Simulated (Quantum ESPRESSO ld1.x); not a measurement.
All-electron atom: Ga in [Ar] 3d10 4s1.5 4p1.5 (fractional occupations, a model configuration).

Calculated with ld1.x of Quantum ESPRESSO 7.5: Dirac Kohn-Sham, BLYP, spin-unpolarised, spherical densities, point nucleus; open shells fill j = l - 1/2 first.

Energy parts (eV):
part                     energy
total                  -52906.9
kinetic                 53960.9
electron-nucleus      -127622.7
Hartree                 22820.2
exchange-correlation    -2065.3

Orbitals (lengths in bohr, moments of r in powers of bohr):
\begin{tabular}{lrrrr}
orbital & occ. & eigenvalue (eV) & <r^2> & small-component weight \\ \hline
1s1/2 & 2 & -10230.7 & 0.003178 & 1.26e-02 \\
2s1/2 & 2 & -1262.88 & 0.05593 & 2.41e-03 \\
2p1/2 & 2 & -1118.29 & 0.04355 & 2.40e-03 \\
2p3/2 & 4 & -1090.61 & 0.04506 & 2.36e-03 \\
3s1/2 & 2 & -148.643 & 0.4909 & 5.45e-04 \\
3p1/2 & 2 & -101.939 & 0.5329 & 4.95e-04 \\
3p3/2 & 4 & -98.3030 & 0.5502 & 4.83e-04 \\
3d3/2 & 4 & -20.1740 & 0.8513 & 3.47e-04 \\
3d5/2 & 6 & -19.7110 & 0.8656 & 3.43e-04 \\
4s1/2 & 1.5 & -9.4133 & 6.206 & 5.30e-05 \\
4p1/2 & 1.5 & -2.9326 & 13.06 & 2.63e-05 \\
4p3/2 & 0 & -2.8067 & 13.60 & 2.53e-05 \\
\end{tabular}

The highest occupied level is 4p1/2 at -2.933 eV. The density falls to 0.001 e/bohr^3 at r = 4.52 bohr. Summed over all electrons, <r^2> = 42.13 bohr^2, which gives a Langevin (diamagnetic) susceptibility term of -33.4 x 10^-6 cm^3/mol.
